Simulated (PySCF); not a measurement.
ClZrN: breathing scan

Computed with PBE0/[Zr def2-TZVP with ECP28, N def2-TZVP, Cl def2-TZVP], scalar-relativistic core potentials, density fitting, no spin–orbit coupling, PySCF.

Rigid scan from the singlet minimum (Zr–Cl 2.410 Å, Zr–N 1.689 Å; Cl–Zr–N 112.2°). Coordinate: all bonds to the central atom scaled together. Energies in kJ/mol from the minimum.

Task: Predict the curve at 0.88, 0.92, 0.96, 1.00, 1.04, 1.08, 1.14, 1.22, 1.35.

Result: 
```json
{"scale of all bonds to the centre": "0.88", "E (kJ/mol)": "222.4", "dipole size (D)": "5.84"}
{"scale of all bonds to the centre": "0.92", "E (kJ/mol)": "88.2", "dipole size (D)": "6.31"}
{"scale of all bonds to the centre": "0.96", "E (kJ/mol)": "19.7", "dipole size (D)": "6.73"}
{"scale of all bonds to the centre": "1.00", "E (kJ/mol)": "0.0", "dipole size (D)": "7.11"}
{"scale of all bonds to the centre": "1.04", "E (kJ/mol)": "15.9", "dipole size (D)": "7.45"}
{"scale of all bonds to the centre": "1.08", "E (kJ/mol)": "57.1", "dipole size (D)": "7.75"}
{"scale of all bonds to the centre": "1.14", "E (kJ/mol)": "149.8", "dipole size (D)": "8.14"}
{"scale of all bonds to the centre": "1.22", "E (kJ/mol)": "303.5", "dipole size (D)": "8.59"}
{"scale of all bonds to the centre": "1.35", "E (kJ/mol)": "568.4", "dipole size (D)": "9.26"}
```

At long bonds a restricted determinant can lie too high, and another spin state can fall below this curve.

Other isomers or separated fragments may lie lower.

The scan took 9.5 s on 2 threads of a shared Arm Neoverse V2 host; the process peaked at 0.93 GiB.
